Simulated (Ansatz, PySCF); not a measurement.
PySCF was given this input:
```python
from pyscf import gto, scf, dft

mol = gto.M(
    atom='''
Ge    1.984900    0.321400    0.053100
Ge    0.009600   -0.180900   -1.316000
Ge   -2.012900   -0.002400    0.071300
H     2.630900   -0.850800    0.761900
H     1.735200    1.317200    1.163700
H     3.128900    0.945100   -0.706800
H     0.134900   -1.759900   -1.319400
H    -2.729500   -1.291300    0.395100
H    -3.104500    0.861200   -0.525000
H    -1.777400    0.640300    1.422200
''',
    basis='sto-3g',
    charge=0,
    spin=1,
    verbose=4,
)

mf = dft.UKS(mol)
mf.xc = 'wb97x'
mf.grids.atom_grid = (99, 590)
mf.grids.prune = None
mf.kernel()
```

Write the same job for Ansatz (a quantum-chemistry and plane-wave program).

One answer among several that fit: 
Ansatz 0.2 input:
```yaml
crystal:
  periodic: [false, false, false]
  atoms:
    - {symbol: Ge, position_ang: [1.98490000, 0.32140000, 0.05310000]}
    - {symbol: Ge, position_ang: [0.00960000, -0.18090000, -1.31600000]}
    - {symbol: Ge, position_ang: [-2.01290000, -0.00240000, 0.07130000]}
    - {symbol: H, position_ang: [2.63090000, -0.85080000, 0.76190000]}
    - {symbol: H, position_ang: [1.73520000, 1.31720000, 1.16370000]}
    - {symbol: H, position_ang: [3.12890000, 0.94510000, -0.70680000]}
    - {symbol: H, position_ang: [0.13490000, -1.75990000, -1.31940000]}
    - {symbol: H, position_ang: [-2.72950000, -1.29130000, 0.39510000]}
    - {symbol: H, position_ang: [-3.10450000, 0.86120000, -0.52500000]}
    - {symbol: H, position_ang: [-1.77740000, 0.64030000, 1.42220000]}
basis:
  gaussian:
    orbitals: STO-3G
hamiltonian:
  xc: {name: wB97X}
magnetization: {spin_polarized: true, initial_magnetization: 1}
accuracy: high
```

Both were run: PySCF gave -6163.520320 Eh and Ansatz -6163.520374 Eh, 0.054 mEh apart.
